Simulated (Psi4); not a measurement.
silacyclobutane (C3H8Si), singlet, at a GFN2-xTB geometry. Base run: B3LYP/6-31G** (Psi4 1.11).

Here is a job for Psi4.
```
memory 2 GB

molecule mol {
0 1
  C     0.940169    0.398054    0.937563
  C     0.999303   -0.746269   -0.095919
  Si   -0.778820   -0.361444   -0.683195
  C    -0.384486    1.070573    0.520355
  H     1.797585    1.068609    0.885947
  H     0.880944    0.008491    1.953051
  H     1.768052   -0.579485   -0.848033
  H     1.188862   -1.722218    0.345160
  H    -1.810680   -1.298942   -0.236303
  H    -0.962719   -0.022653   -2.094919
  H    -0.221265    2.032382    0.037914
  H    -1.067220    1.239897    1.349911
}

set basis 6-31g**
set reference rks

energy('b3lyp')
print_variables()
```

Variants of this job, named by their change:

```tsv
change	ΔE vs base (mEh)	SCF cycles	grid points	basis functions
base	0.000	8	256460	104
puream = true	(withheld)	7	256460	(withheld)
dft_radial_scheme = becke	0.002	8	229419	104
scf_type = dfdirj+link	-0.040	8	256460	104
dft_radial_points = 35	0.726	8	122013	104
df_basis_scf = cc-pvtz-jkfit	0.074	8	256460	104
d_convergence = 1e-10	0.000	13	256460	104
scf_type = direct	0.100	10	256460	104
guess = huckel	0.000	9	256460	104
guess = gwh	0.000	9	256460	104
e_convergence = 1e-4	0.000	8	256460	104
scf_type = dfdirj+cosx	-0.001	9	256460	104
dft_spherical_points = 974	0.003	8	825633	104
```

Question: Fill in the missing entries.

Answer: 
- puream = true, ΔE vs base (mEh): 3.797
- puream = true, basis functions: 100
